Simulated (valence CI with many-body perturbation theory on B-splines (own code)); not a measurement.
**E1 transitions of Tb XXXIV**

Calculated by relativistic CI+MBPT: four valence electrons over a frozen Dirac-Fock core [Ar] 3d10, a basis of 11 s, 11 p, 10 d, 8 f, 5 g, 2 h functions for each j, with the one-electron correlation potential Σ1 (screened to all orders), the two-electron term Σ2, the three-electron term Σ3, Breit, model QED; selected single and double excitations, second order for the rest, scaled by the run's own slope (own B-spline code, finite nucleus).

The last digits are not significant, and no measured levels were compared; by estimate large intervals hold to a few tenths of a per cent, small ones and those within an open d or f shell to about a per cent. Among the levels kept, up to 400 cm⁻¹ of a level comes from second order outside the variational space, and about a tenth of that is noise between levels of different J, which matters for small intervals.

Lines 51 to 100 of 564 in falling wavelength, among levels below 448.97 eV, chosen from the strongest by gf and those to the six lowest levels. Wavelengths and rates use the calculated energies. Electric multipoles are in the length gauge, E1 and E2 with the static RPA response of the core. Weak lines are less certain than strong ones. Lines between different terms over intervals too small for the method are left out, as are lines whose strength nearly cancels. Where a level lies close to another of its J and parity, the split of strength between their lines is uncertain. The highest levels of a list are the least certain.

Levels are named by their leading jj configuration (3d3/2^4 stands for four electrons in 3d with j = 3/2), which in mixed levels can hold well under half, so a name can repeat and another be missing. Letters in brackets count levels of one name in rising energy.

```
λ vac (nm)                           Upper                           Lower   A (s⁻¹)  log gf  Branch %
     13.53          (4s^2 4p1/2 4d3/2) J=1              (4s^2 4p3/2^2) J=2  6.80e+09   -1.25       1.0
     13.22          (4s^2 4p1/2 4d5/2) J=2              (4s^2 4p3/2^2) J=2  3.20e+09   -1.38       0.8
     13.15  (4s 4p1/2 4p3/2 4f7/2) J=5 [a]          (4s 4p3/2^2 4d5/2) J=5  7.22e+09   -0.69       5.0
     13.12       (4p1/2^2 4p3/2 4d5/2) J=4  (4s 4p1/2 4p3/2 4d5/2) J=4 [a]  1.74e+10   -0.39      14.3
     12.86       (4p1/2^2 4p3/2 4d3/2) J=1  (4s 4p1/2 4p3/2 4d3/2) J=2 [a]  2.88e+10   -0.67      12.9
     11.54       (4p1/2 4p3/2^2 4d3/2) J=4  (4s 4p1/2 4p3/2 4d5/2) J=4 [b]  1.14e+10   -0.69      12.5
     11.21      (4s 4p1/2 4p3/2^2) J=2 [a]          (4s^2 4p1/2 4p3/2) J=2  2.00e+08   -2.72       1.5
     10.90   (4p1/2 4p3/2^2 4d5/2) J=4 [a]  (4s 4p1/2 4p3/2 4d5/2) J=3 [c]  1.40e+10   -0.65       6.3
     10.87      (4s 4p1/2 4p3/2^2) J=2 [a]          (4s^2 4p1/2 4p3/2) J=1  1.19e+10   -0.98      91.1
     10.77          (4s 4p3/2^2 4d5/2) J=5          (4s^2 4p3/2 4d5/2) J=4  2.44e+10   -0.33     100.0
     10.57          (4s^2 4p1/2 4d3/2) J=2          (4s^2 4p1/2 4p3/2) J=2  5.51e+08   -2.34      40.5
     10.55          (4s 4p1/2 4p3/2^2) J=3          (4s^2 4p1/2 4p3/2) J=2  6.97e+09   -1.09      50.8
     10.54      (4s 4p3/2^2 4d5/2) J=2 [b]          (4s^2 4p3/2 4d5/2) J=1  3.28e+10   -0.56      10.6
     10.48       (4p1/2 4p3/2^2 4d3/2) J=4  (4s 4p1/2 4p3/2 4d3/2) J=3 [c]  1.19e+10   -0.75      13.1
     10.45      (4s 4p3/2^2 4d5/2) J=3 [a]          (4s^2 4p3/2 4d5/2) J=2  2.83e+10   -0.49      13.0
     10.43  (4s 4p1/2 4p3/2 4f5/2) J=3 [c]          (4s^2 4p1/2 4f5/2) J=3  1.56e+10   -0.75       3.4
     10.40  (4s 4p1/2 4p3/2 4d5/2) J=3 [b]          (4s^2 4p1/2 4d5/2) J=2  2.81e+10   -0.50       6.6
     10.34          (4s^2 4p3/2 4d3/2) J=1              (4s^2 4p3/2^2) J=0  4.88e+09   -1.63       0.9
     10.33                (4s 4p3/2^3) J=2              (4s^2 4p3/2^2) J=2  2.51e+10   -0.70      54.5
     10.32  (4s 4p1/2 4p3/2 4f7/2) J=3 [a]  (4s 4p1/2 4p3/2 4d5/2) J=3 [d]  2.80e+10   -0.50      11.2
     10.30       (4p1/2^2 4p3/2 4d5/2) J=3          (4s 4p1/2^2 4d5/2) J=2  2.70e+10   -0.52      11.3
     10.27  (4s 4p1/2 4p3/2 4d5/2) J=4 [b]          (4s^2 4p1/2 4d5/2) J=3  1.34e+10   -0.72       7.0
     10.25  (4s 4p1/2 4p3/2 4d5/2) J=3 [c]          (4s^2 4p1/2 4d5/2) J=2  3.70e+10   -0.39      17.5
     10.25       (4p1/2 4p3/2^2 4d5/2) J=5  (4s 4p1/2 4p3/2 4d5/2) J=4 [c]  1.04e+10   -0.74       5.6
     10.15   (4p1/2 4p3/2^2 4d5/2) J=3 [c]  (4s 4p1/2 4p3/2 4d5/2) J=2 [d]  2.21e+10   -0.62       5.7
     10.15  (4s 4p1/2 4p3/2 4d3/2) J=2 [d]          (4s^2 4p1/2 4d3/2) J=1  4.74e+10   -0.44       7.9
     10.10   (4p1/2 4p3/2^2 4d5/2) J=4 [b]  (4s 4p1/2 4p3/2 4d5/2) J=3 [a]  1.27e+10   -0.76       7.6
     10.09          (4s 4p1/2^2 4d3/2) J=1          (4s 4p1/2^2 4p3/2) J=2  4.16e+09   -1.72      14.5
     10.06  (4s 4p1/2 4p3/2 4d5/2) J=4 [c]          (4s^2 4p1/2 4d5/2) J=3  5.49e+10   -0.12      80.7
     10.06      (4s^2 4p3/2 4f7/2) J=3 [a]          (4s^2 4p3/2 4d5/2) J=3  2.67e+10   -0.55       4.8
     10.01      (4s 4p1/2 4d5/2^2) J=4 [a]  (4s 4p1/2 4p3/2 4d5/2) J=3 [b]  1.41e+10   -0.72       5.3
     9.981          (4s 4p1/2^2 4d3/2) J=2          (4s 4p1/2^2 4p3/2) J=2  2.62e+09   -1.71      12.3
     9.942      (4s^2 4p3/2 4f7/2) J=4 [a]          (4s^2 4p3/2 4d5/2) J=3  3.99e+10   -0.27      19.4
     9.891      (4s 4p3/2^2 4d3/2) J=3 [b]          (4s^2 4p3/2 4d3/2) J=3  3.43e+10   -0.45       8.6
     9.888  (4s 4p1/2 4p3/2 4f7/2) J=5 [a]  (4s 4p1/2 4p3/2 4d5/2) J=4 [c]  1.41e+10   -0.64       9.8
     9.851          (4s 4p3/2^2 4d3/2) J=0          (4s^2 4p3/2 4d3/2) J=1  1.31e+11   -0.72      15.2
     9.835  (4s 4p1/2 4p3/2 4d3/2) J=1 [d]      (4s 4p1/2 4p3/2^2) J=1 [b]  5.09e+10   -0.65       7.6
     9.794  (4s 4p1/2 4p3/2 4d3/2) J=2 [b]          (4s^2 4p1/2 4d3/2) J=2  1.05e+11   -0.12      71.1
     9.794  (4s 4p1/2 4p3/2 4f5/2) J=3 [c]  (4s 4p1/2 4p3/2 4d5/2) J=2 [c]  2.50e+10   -0.60       5.4
     9.789  (4s 4p1/2 4p3/2 4f5/2) J=2 [b]  (4s 4p1/2 4p3/2 4d5/2) J=2 [e]  3.73e+10   -0.57       6.7
     9.777   (4p1/2 4p3/2^2 4d3/2) J=2 [b]  (4s 4p1/2 4p3/2 4d3/2) J=3 [c]  3.67e+10   -0.58       6.8
     9.770  (4s 4p1/2 4d3/2 4d5/2) J=3 [a]      (4s 4p1/2 4p3/2 4d3/2) J=4  1.85e+10   -0.73      15.0
     9.748   (4p1/2 4p3/2^2 4d5/2) J=4 [a]      (4s 4p1/2 4p3/2 4d5/2) J=5  2.20e+10   -0.55       9.8
     9.735      (4s 4p1/2 4p3/2^2) J=1 [a]          (4s^2 4p1/2 4p3/2) J=2  2.47e+09   -1.98       0.7
     9.723       (4p1/2^2 4p3/2 4d5/2) J=4          (4s 4p1/2^2 4d5/2) J=3  4.32e+10   -0.26      35.4
     9.712          (4s^2 4p3/2 4d3/2) J=1              (4s^2 4p3/2^2) J=2  2.61e+10   -0.95       4.9
     9.712      (4s 4p3/2^2 4d3/2) J=3 [b]          (4s^2 4p3/2 4d3/2) J=2  2.66e+10   -0.58       6.7
     9.693  (4s 4p1/2 4p3/2 4f7/2) J=5 [a]  (4s 4p1/2 4p3/2 4d5/2) J=4 [b]  1.97e+10   -0.51      13.7
     9.690       (4p1/2 4p3/2^2 4d3/2) J=4      (4s 4p1/2 4p3/2 4d3/2) J=4  2.15e+10   -0.57      23.6
     9.679      (4s 4p3/2^2 4d3/2) J=2 [b]          (4s^2 4p3/2 4d3/2) J=3  7.54e+10   -0.28      13.4
```

(1) How does gf follow from A for the line at 10.45 nm?

## Answers

(1) gf = 1.4992 × (2J+1)_upper × A / σ², with σ = 957132 cm⁻¹ and 2J+1 = 7: gf = 0.324.
